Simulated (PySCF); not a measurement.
CH3Te, SMILES C[Te], multiplicity 2.

The structure is a stationary point at B3LYP-D3(BJ)/def2-TZVP. The isomer is the one that the SMILES or the coordinates give; other isomers of the formula were not compared. The def2 effective core potentials stand for the cores of Te; spin–orbit coupling is left out.

Level of theory: PySCF with B3LYP-D3(BJ)/def2-TZVP.

Frequencies are harmonic and unscaled.

### Question
Estimate the vibrational spectrum. (Estimate from the structure and the level; the computed values follow.)

### Answer

```csv
mode,ν (cm⁻¹),IR (km/mol),moving atoms (share of kinetic energy)
1,458,16.4,"H 84 %, C 16 %"
2,517,2.8,"C 75 %, H 14 %, Te 10 %"
3,777,3.5,"H 88 %, C 12 %"
4,1254,12.4,"H 86 %, C 14 %"
5,1364,2.9,H 98 %
6,1464,9.2,H 94 %
7,3056,7.7,H 98 %
8,3141,5.4,"H 91 %, C 9 %"
9,3142,1.0,"H 91 %, C 9 %"
```
